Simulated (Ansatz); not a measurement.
Isolated molecules relaxed with PBE0-D4/def2-TZVP in Ansatz; ΔE leaves out vibrations. CCSD(T)/CBS adds triple-zeta CCSD(T) − MP2 to the extrapolated MP2 energy (def2 sets, frozen cores). This one scheme is used for every species. DFT in def2-TZVPP. B3LYP here is the variant with VWN-RPA as its local correlation; programs differ in this. HSE06 is defined as in plane-wave codes. One conformer a species, not always the lowest.

Reaction (cleavage of the Si–Si bond): `C[SiH2][SiH2]O` + H–F → `C[SiH2]F` + `O[SiH3]`

`C[SiH2][SiH2]O`:

Cartesian coordinates in Å:
```
C -1.363 -1.228 0.516
Si -0.258 0.227 0.949
Si 1.429 0.556 -0.649
O 0.807 0.889 -2.150
H -0.787 -2.155 0.492
H -1.816 -1.088 -0.467
H -2.164 -1.343 1.249
H 0.376 0.022 2.284
H -1.076 1.474 1.037
H 2.344 1.645 -0.195
H 2.234 -0.680 -0.833
H 0.274 1.680 -2.234
```

H–F:

```xyz
2

F     0.035    0.027   -0.458
H    -0.035   -0.027    0.458
```

`C[SiH2]F`:

Cartesian coordinates in Å:
```
C -0.249 -0.300 -0.904
Si 0.217 0.225 0.811
F 0.446 1.813 0.837
H 0.538 -0.049 -1.619
H -0.405 -1.382 -0.936
H -1.174 0.185 -1.225
H -0.860 -0.081 1.787
H 1.485 -0.411 1.249
```

`O[SiH3]`:

Z-matrix (Å, degrees):
```
Si
O 1 1.648
H 1 1.489 2 111.7
H 1 1.489 2 111.7 3 120.9
H 1 1.481 2 105.9 3 -119.6
H 2 0.957 1 117.9 3 -60.5
```

| level | ΔE (kcal/mol) | difference from CCSD(T)/CBS |
| --- | --- | --- |
| PBE-D4 | -28.8 | 5.8 |
| B97M-V | -35.4 | -0.8 |
| B3LYP-D4 | -34.9 | -0.3 |
| r2SCAN0-D4 | -34.7 | -0.1 |
| HSE06-D4 | -30.4 | 4.2 |
| ωB97M-V | -36.3 | -1.7 |
| PBE | -30.3 | 4.3 |
| revPBE | -30.4 | 4.2 |
| r2SCAN | -34.9 | -0.3 |
| B3LYP | -37.3 | -2.7 |
| CAM-B3LYP | -38.8 | -4.2 |
| LC-ωPBE | -34.2 | 0.4 |
| CCSD/def2-SVP | -35.1 | -0.5 |
| CCSD(T)/def2-TZVPP | -34.8 | -0.2 |
| SCS-MP2/def2-QZVPP | -37.9 | -3.3 |
| HF/CBS(def2) | -43.9 | -9.3 |
| CCSD(T)/CBS | -34.6 | 0 |

Largest T1 diagnostic among the species: 0.012.

From PBE to PBE0 (25 % exact exchange), in def2-TZVPP and without D4, ΔE moves by −1.5 kcal/mol. The D4 term adds +2.3 kcal/mol with B3LYP and +1.4 kcal/mol with PBE0; it sums over pairs of atoms, weighted by their polarisabilities, and B3LYP, whose exchange is more repulsive, gets the larger term. Leaving LDA and LC-ωPBE aside and taking each functional with its dispersion term where it has one, the values, not all of them listed here, spread over 9.1 kcal/mol, from BHLYP-D4 to revPBE-D4.
